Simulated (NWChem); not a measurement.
CH3FO3Si; SMILES O[Si](O)(C=O)F

```xyz
9

O     -0.0292     2.2858    -0.0547
C     -0.6210     1.3371    -0.5224
Si     0.0011    -0.3867     0.0109
O     -1.2354    -1.2524     0.6450
O      1.2150    -0.0929     1.0713
F      0.5819    -1.1705    -1.2781
H     -1.4803     1.5031    -1.2235
H     -1.0424    -1.9566     1.2715
H      1.3935     0.8558     1.1441
```
Atoms are numbered in this order, from 1.

Program: NWChem. Coordinates come from a PBE0/def2-SVP optimisation.

Problem. What does the run give for Hartree-Fock/aug-cc-pVDZ? Quantities: highest occupied level (eV); orbital gap (eV); dipole (D).

Solution. 
```yaml
highest occupied level (eV): -11.66
orbital gap (eV): 12.49
dipole (D): 1.62
```
